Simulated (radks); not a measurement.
The rhodium ion Rh+, configuration [Kr] 4d5.5 5s0.5 5p2 (fractional occupations, a model configuration). Method: scalar-relativistic Kohn-Sham, LDA (Slater exchange, Perdew-Wang correlation), spin-polarised, spherical densities, finite nucleus; open shells are filled with parallel spins first (spin-orbit coupling, left out, can overturn this in heavy ions); Fermi nuclear charge, rms radius 4.4945 fm; computed with a radial shooting solver on a logarithmic mesh with Libxc functionals.

Normalised radial functions P(r) = r R(r), r in bohr:

| r | 4s down | 4d down | 5s down |
|---|---|---|---|
| 0.003097 | 0.1113 | 0.0000 | 0.0384 |
| 0.004164 | 0.1397 | 0.0001 | 0.0482 |
| 0.005554 | 0.1711 | 0.0001 | 0.0590 |
| 0.007467 | 0.2051 | 0.0003 | 0.0708 |
| 0.01004 | 0.2365 | 0.0008 | 0.0816 |
| 0.01339 | 0.2569 | 0.0017 | 0.0886 |
| 0.018 | 0.2553 | 0.0038 | 0.0880 |
| 0.02401 | 0.2166 | 0.0081 | 0.0746 |
| 0.03228 | 0.1229 | 0.0174 | 0.0422 |
| 0.0434 | -0.0315 | 0.0358 | -0.0111 |
| 0.05789 | -0.2199 | 0.0690 | -0.0761 |
| 0.07783 | -0.3872 | 0.1273 | -0.1336 |
| 0.1038 | -0.4201 | 0.2133 | -0.1441 |
| 0.1396 | -0.2206 | 0.3258 | -0.0737 |
| 0.1876 | 0.1954 | 0.4297 | 0.0709 |
| 0.2503 | 0.5829 | 0.4587 | 0.2017 |
| 0.3365 | 0.6044 | 0.3371 | 0.1972 |
| 0.4488 | 0.0937 | 0.0387 | 0.0040 |
| 0.6034 | -0.6926 | -0.3866 | -0.2616 |
| 0.8112 | -1.1667 | -0.7616 | -0.3384 |
| 1.082 | -1.0451 | -0.9120 | -0.0965 |
| 1.455 | -0.5833 | -0.8071 | 0.3328 |
| 1.94 | -0.2093 | -0.5550 | 0.6432 |
| 2.609 | -0.0427 | -0.2904 | 0.6770 |
| 3.507 | -0.0045 | -0.1121 | 0.4756 |
| 4.678 | -0.0002 | -0.0306 | 0.2304 |
| 6.289 | 0.0000 | -0.0048 | 0.0683 |
| 8.388 | 0.0000 | -0.0004 | 0.0116 |
| 11.28 | 0.0000 | 0.0000 | 0.0009 |

4s down: eigenvalue -100.97 eV, 3 radial nodes at r = 0.0412, 0.165, 0.466 bohr, <r> = 0.968 bohr, 90 % of the charge inside 1.41 bohr. 4d down: eigenvalue -21.794 eV, 1 radial node at r = 0.462 bohr, <r> = 1.38 bohr, 90 % of the charge inside 2.17 bohr. 5s down (empty): eigenvalue -13.827 eV, 4 radial nodes at r = 0.0411, 0.164, 0.451, 1.16 bohr, <r> = 2.69 bohr, 90 % of the charge inside 3.96 bohr.
